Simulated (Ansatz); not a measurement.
Compare A (`CO[SiH](F)O[SiH3]`) with its isomer B (`C[SiH](F)O[SiH2]O`).

Gas-phase electronic energies from Ansatz, PBE0-D4/def2-TZVP geometries. CBS: MP2 limit from def2 TZ/QZ plus the TZ coupled-cluster correction, frozen cores. DFT in def2-TZVPP. B3LYP here is the variant with VWN-RPA as its local correlation; programs differ in this. One conformer a species, not always the lowest.

(1) Which is lower in electronic energy at CCSD(T)/CBS, and by how much? (Best estimate.)

(2) Give E(B) − E(A) in kcal/mol with PBE-D4, B3LYP, B2PLYP, HF/def2-TZVPP, r2SCAN-D4, CCSD/def2-TZVPP, ωB97M-V. (Best estimate.)

Largest T1 diagnostic: 0.011.

Results:

(1) Computed: B, by 24.5 kcal/mol.

(2) Computed: PBE-D4 -24.4, B3LYP -22.3, B2PLYP -23.3, HF/def2-TZVPP -19.6, r2SCAN-D4 -24.7, CCSD/def2-TZVPP -23.2, ωB97M-V -24.6. None reverses the order clearly.

In def2-TZVPP, CCSD(T) changes the Hartree–Fock value by −4.0 kcal/mol (the triples alone add −0.4 kcal/mol) and MP2 by −5.8 kcal/mol.
